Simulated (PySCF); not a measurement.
**NbO₂: one-bond stretch**

All numbers come from UPBE0/[Nb def2-TZVP with ECP28, O def2-TZVP], scalar-relativistic core potentials, density fitting, no spin–orbit coupling, PySCF.

Rigid scan from the doublet minimum (Nb–O 1.700 Å (×2); O–Nb–O 104.9°). Coordinate: the bond from Nb to the last atom (O) scaled, the rest fixed. Energies in kJ/mol from the minimum.

| scale of one bond | E (kJ/mol) | dipole size (D) | ⟨S²⟩ |
| --- | --- | --- | --- |
| 0.92 | 57.0 | 4.58 | 0.76 |
| 0.96 | 12.7 | 4.91 | 0.76 |
| 1.00 | 0.0 | 5.26 | 0.76 |
| 1.05 | 15.4 | 5.71 | 0.76 |
| 1.12 | 72.9 | 6.28 | 0.79 |
| 1.20 | 160.1 | 6.57 | 1.01 |
| 1.35 | 293.7 | 6.24 | 1.61 |
| 1.55 | 417.7 | – | 1.85 |
| 1.80 | 515.6 | – | 2.19 |
| 2.20 | 582.3 | – | 2.54 |

Spin contamination is strong at 1.20, 1.35, 1.55, 1.80, 2.20, so these points are less reliable.

Open d and f shells are described by one determinant, and the ground state may have another occupation or spin.

Other isomers or separated fragments may lie lower.
